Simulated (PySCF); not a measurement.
## Ta(OH)₂: from structure and modes to constants

Computed with UPBE0/[Ta def2-SVP with ECP60, O def2-SVP, H def2-SVP], scalar-relativistic core potentials, density fitting, no spin–orbit coupling, PySCF.

The quartet minimum has D∞h symmetry. Masses (u): Ta 180.94800, O 15.99492, H 1.00782.

```xyz
5
charge 0 multiplicity 4, angstrom
Ta    0.0000    0.0000    0.0000
O     1.8968    0.0000    0.0000
O    -1.8968    0.0000    0.0000
H     2.8516    0.0000    0.0000
H    -2.8516    0.0000    0.0000
```

Harmonic wavenumbers (cm⁻¹): 60.8 (πu, ×2), 442.9 (πu, ×2), 497.0 (πg, ×2), 700.9 (σu+, ×1), 744.6 (σg+, ×1), 4037.0 (σu+, ×1), 4039.6 (σg+, ×1).

Question: Find the principal moments of inertia and the rotational constants. What kind of rotor is it?

Answer: About the centre of mass I = 131.49 u Å². With B = 16.8576/I this gives 0.1282 cm⁻¹. The molecule is linear.

Question: Find the vibrational entropy and heat capacity at 298.15 K.

Answer: With u = 1.43878 ω/T, each mode gives S = R[u/(eᵘ−1) − ln(1−e⁻ᵘ)] and C = R u² eᵘ/(eᵘ−1)².
```tsv
ω (cm⁻¹)	u	S (J/(mol K))	C (J/(mol K))
60.8 (×2)	0.294	18.53	8.26
442.9 (×2)	2.137	3.42	5.76
497.0 (×2)	2.398	2.79	5.26
700.9	3.382	1.28	3.46
744.6	3.593	1.08	3.12
4037.0	19.481	0.00	0.00
4039.6	19.494	0.00	0.00
```
The sums over all modes are S = 51.8 and C = 45.1 J/(mol K); the softest mode gives 36 % of the entropy (each member, where degenerate).

Only a few start shapes were tried, so a lower isomer may exist. Other spin states or occupations of the open shell can lie lower. Spin–orbit coupling, left out here, can matter for elements this heavy.
